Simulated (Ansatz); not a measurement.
```yaml
crystal:
  periodic: [false, false, false]
  atoms:
    - {symbol: B, position_ang: [-0.744595, -0.778313, 0.421145]}
    - {symbol: C, position_ang: [0.263279, -0.245998, -0.609937]}
    - {symbol: B, position_ang: [0.197366, 0.993244, 0.278636]}
    - {symbol: O, position_ang: [0.887109, -0.708615, -1.621556]}
    - {symbol: Cl, position_ang: [-0.184142, -2.079373, 1.535994]}
    - {symbol: H, position_ang: [-0.672454, 0.427794, 1.139207]}
    - {symbol: H, position_ang: [-1.895048, -0.751616, 0.087908]}
    - {symbol: H, position_ang: [-0.460298, 1.908190, -0.141501]}
    - {symbol: H, position_ang: [1.194571, 1.232746, 0.904775]}
    - {symbol: H, position_ang: [1.497313, -0.049158, -1.991669]}
basis:
  gaussian: {orbitals: def2-mTZVPP}
magnetization: {spin_polarized: true, initial_magnetization: 1}
hamiltonian: {xc: {name: HSE06}, dispersion: d4}
scf: {lower_state_search: off}
```

```sh
$ ansatz run in.yaml --threads 4 --pin off --events-out ev --progress --plain --max-ram 10444MiB
```

**Question.** How does Ansatz answer? (An estimate is asked.)

**Answer.** Ansatz gave: The input was rejected before any iteration.
```
Error: a molecule whose nuclei and cores have a total charge of 46 cannot have a net charge of 0 together with 1 unpaired electrons
```

HSE06 is defined as in plane-wave codes.
